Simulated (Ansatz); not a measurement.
Consider the redistribution: `NB[SiH2]N` + `CCOBF` → `NBBF` + `CCO[SiH2]N`.

Calculated with Ansatz (gas phase, PBE0-D4/def2-TZVP geometries, no zero-point term in ΔE). CCSD(T)/CBS adds triple-zeta CCSD(T) − MP2 to the extrapolated MP2 energy (def2 sets, frozen cores). DFT in def2-TZVPP. One conformer a species, not always the lowest.

`NB[SiH2]N`:

Z-matrix (Å, degrees):
```
Si
B 1 2.022
N 1 1.737 2 116.7
H 1 1.493 2 110.1 3 120.1
H 1 1.499 2 108.9 3 -122.2
N 2 1.388 1 120.3 3 126.2
H 2 1.202 1 122.7 3 -53.2
H 3 1.008 1 118.8 2 -54.1
H 3 1.008 1 117.6 2 82.2
H 6 1.007 2 123.6 1 179.6
H 6 1.007 2 123.1 1 0.3
```

`CCOBF`:

```xyz
11

C     0.543    0.790   -1.167
C    -0.418   -0.190   -0.542
O     0.220   -0.905    0.507
B    -0.142   -0.749    1.787
F     0.522   -1.440    2.703
H     0.068    1.296   -2.011
H     1.435    0.277   -1.530
H     0.853    1.548   -0.444
H    -0.747   -0.929   -1.277
H    -1.306    0.323   -0.158
H    -1.030   -0.022    2.132
```

`NBBF`:

Cartesian coordinates in Å:
```
N -0.274 -0.881 -0.945
B 0.189 0.342 -0.481
B 0.137 0.608 1.211
F 0.534 1.756 1.746
H -0.292 -1.143 -1.917
H -0.629 -1.598 -0.332
H 0.592 1.126 -1.296
H -0.256 -0.211 2.013
```

`CCO[SiH2]N`:

```xyz
14

C     0.049   -1.370    1.924
C    -0.342   -0.336    0.897
O     0.368   -0.570   -0.301
Si    0.077    0.260   -1.691
N     0.372    1.940   -1.655
H     1.121   -1.322    2.124
H    -0.186   -2.374    1.565
H    -0.487   -1.201    2.861
H    -0.119    0.672    1.271
H    -1.424   -0.382    0.708
H     0.984   -0.383   -2.666
H    -1.363    0.128   -2.042
H     1.295    2.333   -1.576
H    -0.345    2.604   -1.420
```

CCSD(T)/CBS gives +46.0 kJ/mol.

**Question.** Another level gave +54.6 kJ/mol. Which?
A. PBE-D4/def2-TZVPP
B. HF/def2-TZVPP
C. r2SCAN/def2-TZVPP
D. ωB97M-V/def2-TZVPP

**Answer.** C. r2SCAN 54.6, ωB97M-V 48.0, HF/def2-TZVPP 41.4, PBE-D4 59.0 kJ/mol.

Largest T1 diagnostic among the species: 0.015.

In def2-TZVPP, CCSD(T) changes the Hartree–Fock value by +7.4 kJ/mol (the triples alone add +1.6 kJ/mol) and MP2 by +5.4 kJ/mol.
